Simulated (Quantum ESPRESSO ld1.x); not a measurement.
The holmium ion Ho4+, 63 electrons, occupied as [Kr] 4d10 4f10 5s1 5p6 (not the ground configuration).

Method: Dirac Kohn-Sham, rPW86 exchange with PBE correlation, spin-unpolarised, spherical densities, point nucleus; open shells fill j = l - 1/2 first; computed with ld1.x of Quantum ESPRESSO 7.5.

Energy parts (hartree):
| part | energy |
|---|---|
| total | -12626.13 |
| kinetic | 13896.24 |
| electron-nucleus | -31072.70 |
| Hartree | 4822.96 |
| exchange-correlation | -272.62 |

Orbitals (lengths in bohr, moments of r in powers of bohr; <r^-3> diverges for s and p1/2; r(max) is where P^2 peaks):
orbital	occ.	eigenvalue (hartree)	<r^-3>	r(max)	small-component weight
1s1/2	2	-2039.76	-	0.01311	6.28e-02
2s1/2	2	-342.463	-	0.07475	1.40e-02
2p1/2	2	-325.949	-	0.05625	1.40e-02
2p3/2	4	-294.442	11590	0.06236	1.29e-02
3s1/2	2	-77.9448	-	0.2113	4.49e-03
3p1/2	2	-70.7279	-	0.1989	4.43e-03
3p3/2	4	-64.1461	2511	0.2116	4.11e-03
3d3/2	4	-51.8037	425.6	0.1676	3.99e-03
3d5/2	6	-50.3674	373.7	0.1712	3.90e-03
4s1/2	2	-16.8953	-	0.4842	1.44e-03
4p1/2	2	-14.0275	-	0.4871	1.35e-03
4p3/2	4	-12.5553	562.8	0.5140	1.24e-03
4d3/2	4	-7.83864	81.65	0.5180	1.06e-03
4d5/2	6	-7.57079	70.54	0.5267	1.03e-03
5s1/2	1	-3.51739	-	1.119	3.14e-04
5p1/2	2	-2.70256	-	1.209	2.57e-04
5p3/2	4	-2.48918	81.02	1.283	2.31e-04
4f5/2	6	-1.92063	10.84	0.5180	6.49e-04
4f7/2	4	-1.88153	10.42	0.5229	6.36e-04

The highest occupied level is 4f7/2 at -51.199 eV. Summed over all electrons, <r^2> = 30.63 bohr^2, which gives a Langevin (diamagnetic) susceptibility term of -24.3 x 10^-6 cm^3/mol.
